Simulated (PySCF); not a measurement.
H6O4SnZr, SMILES [OH][Zr]([O][SnH3])([OH])[OH], multiplicity 1. Heavy atoms are numbered as in [O:1]([SnH3:2])[Zr:6]([OH:7])([OH:9])[OH:11]. Hydrogens are named by the atom that carries them.

Geometry optimised at PBE0-D3(BJ)/def2-SVP. The multiplicity is an assumed one; other spin states were not compared. The def2 effective core potentials stand for the cores of Sn, Zr; spin–orbit coupling is left out. One conformer was computed; it need not be the lowest.

Calculation: PBE/def2-TZVP run with PySCF.

ESP charges are fitted to the potential on shells at 1.4 to 2.0 van der Waals radii. Atomic charges (e), one atom of each kind:

```csv
atom,ESP fit,Löwdin
O1,-0.61,…
Sn2 (SnH3),0.45,…
H on Sn2,-0.07,-0.05
Zr6,1.83,0.53
O7 (OH),-0.98,…
H on O7,0.50,0.16
```

Problem. Some entries are withheld; supply them. (An estimate is asked for; the answer gives what the named calculation found.)

Solution. 
- O1, Löwdin: -0.34
- Sn2 (SnH3), Löwdin: 0.40
- O7 (OH), Löwdin: -0.30
